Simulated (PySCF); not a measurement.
**HoF: from constants to spectrum**

M06-2X constants of HoF, quintet, about 10.0 electrons in the 4f shell (Mulliken), real f orbitals that mix terms (basis Ho x2c-TZVPall, F x2c-TZVPall; spin-free X2C with a Gaussian nucleus; PySCF 2.14; masses 164.9303 and 18.9984 u):

- ωe: 614.4 cm⁻¹
- ωexe: 2.35 cm⁻¹
- Be: 0.26107 cm⁻¹
- αe: 0.00142 cm⁻¹
- De to Ho (4f11 6s2) + F: 5.98 eV

Problem. What force constant and bond length do these constants imply?

Solution. Reduced mass μred = 17.036 u; k = 5.8918×10⁻⁷·μred·ωe² (u, cm⁻¹, mdyn/Å) = 3.79 mdyn/Å; Re = √(16.8576/(μred·Be)) (u, cm⁻¹, Å) = 1.947 Å.

Problem. Estimate the centrifugal constant D from the Kratzer relation and find the Dunham coefficient a1.

Solution. D = 4Be³/ωe² = 1.89e-07 cm⁻¹; a1 = −1 − αeωe/(6Be²) = -3.13.

These are scalar-relativistic numbers at best; spin–orbit coupling would shift them, the dissociation energy most. With d or f electrons several states lie close, and the lowest PBE0 determinant need not be the measured ground state.
